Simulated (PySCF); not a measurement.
# How methods differ on the excitation energy of Mn

Mn [Ar] 3d5 4s2 (6S) → Mn [Ar] 3d5 4s1 4p1 (8P), as a difference of total energies. Computed with PySCF 2.14 in aug-cc-pVDZ-DK (7s6p4d2f, 59 functions), with scalar relativity by spin-free X2C-1e. Correlated levels: valence: [Ar] frozen. The calculations carry no spin-orbit coupling.

```json
{"method": "UHF", "excitation energy (eV)": "1.135"}
{"method": "MP2 (valence)", "excitation energy (eV)": "1.929"}
{"method": "SCS-MP2 (valence)", "excitation energy (eV)": "2.230"}
{"method": "CCSD (valence)", "excitation energy (eV)": "2.117"}
{"method": "CCSD(T) (valence)", "excitation energy (eV)": "2.173"}
```

Errors of the correlated levels include the incompleteness of this basis and the frozen core.

Q: Which method comes closest to the reference value, and which is furthest?

A: The reference is 2.303 eV (measured; NIST levels, between the centres of gravity of the two terms). Closest: SCS-MP2 (valence) (error -0.073 eV); furthest: UHF (error -1.168 eV).
